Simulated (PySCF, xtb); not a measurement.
Cu₂, SMILES [Cu][Cu], multiplicity 1.

Harmonic wavenumbers (cm⁻¹) from GFN2-xTB (xtb) at its own minimum, in rising order: 291.

Question: What does B3LYP-D3(BJ)/def2-TZVP (PySCF) give at its own minimum? (The exact figures need the calculation; the answer reports its results.)

Answer: 242. Paired by order, the mean absolute difference is 49 cm⁻¹ and the zero-point energies are 0.4 and 0.3 kcal/mol.
